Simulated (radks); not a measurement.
K I, 19 electrons, occupied as [Ar] 4s1.

All-electron calculation, Dirac Kohn-Sham, BLYP, spin-unpolarised, spherical densities, finite nucleus; Fermi nuclear charge, rms radius 3.4349 fm. Program: a radial shooting solver on a logarithmic mesh with Libxc functionals.

Energy parts (Ry):
| part | energy |
|---|---|
| total | -1204.62507 |
| kinetic | 1213.05955 |
| electron-nucleus | -2867.67907 |
| Hartree | 517.18089 |
| exchange-correlation | -67.18645 |

Orbitals (lengths in bohr, moments of r in powers of bohr; <r^-3> diverges for s and p1/2; r(max) is where P^2 peaks; r(90%) holds 90 % of the orbital's charge):
orbital  occ.  eigenvalue (Ry)  <r^-3>   r(max)  r(90%)   <1/r>
1s1/2       2        -258.9670       -  0.05301   0.145   18.72
2s1/2       2        -25.95912       -   0.3182   0.605   3.804
2p1/2       2        -20.72981       -   0.2611   0.577   3.727
2p3/2       4        -20.51688   153.0   0.2631   0.581   3.691
3s1/2       2         -2.57630       -    1.075    1.92   1.102
3p1/2       2         -1.37812       -    1.148    2.24  0.9611
3p3/2       4         -1.35833   14.32    1.155    2.26  0.9538
4s1/2       1         -0.16500       -    3.991    7.53  0.2620
4p1/2       0         -0.05110       -    5.812    11.6  0.1735
4p3/2       0         -0.05055  0.4010    5.843    11.6  0.1726

The highest occupied level is 4s1/2 at -2.245 eV. Summed over all electrons, <r^2> = 48.01 bohr^2, which gives a Langevin (diamagnetic) susceptibility term of -38 x 10^-6 cm^3/mol. The density falls to 0.001 e/bohr^3 at r = 4.40 bohr. For comparison, the ionisation energy in NIST's Atomic Spectra Database is 4.341 eV (measured). In exact Kohn-Sham theory the highest level is minus the ionisation energy, but local and semilocal functionals leave it too shallow, through self-interaction and a potential that decays too fast; potentials with the right tail come closer.

Beside tabulated values, note that spin-unpolarised runs miss the spin-polarisation part of the exchange energy of open shells.
